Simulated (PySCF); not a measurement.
# How methods differ on the ionisation energy of Sm²⁺

Sm²⁺ [Xe] 4f6 (7F) → Sm³⁺ [Xe] 4f5 (high-spin determinant), as a difference of total energies. Calculation: PySCF 2.14, in x2c-TZVPPall (11s7p7d4f2g, 113 functions); the spin-free X2C one-electron Hamiltonian (Gaussian nucleus). Correlated levels: valence: [Kr] 4d10 frozen; valence and next inner shell: [Ar] 3d10 frozen. The calculations carry no spin-orbit coupling.

| method | ionisation energy (eV) |
| --- | --- |
| UHF | 21.287 |
| LDA | 25.255 |
| PBE | 24.770 |
| PBE0 | 24.180 |
| r2SCAN | 24.243 |
| MP2 (valence) | 23.511 |
| SCS-MP2 (valence) | 22.595 |
| MP2 (valence and next inner shell) | 23.894 |
| SCS-MP2 (valence and next inner shell) | 22.981 |

How much does correlation contribute at MP2 (valence and next inner shell)?

23.894 − (21.287) = 2.607 eV, measured against UHF.

A first-order spin-orbit estimate (lowest level to lowest level, LS coupling) adds -0.197 eV.

Errors of the correlated levels include the incompleteness of this basis and the frozen core.

The determinant of Sm³⁺ mixes LS terms, which raises its energy above the lowest term, most at the Hartree-Fock and MP2 levels.

For comparison: 23.55 ± 0.08 eV (semi-empirical (NIST evaluation); NIST Atomic Spectra Database, ionization energies).
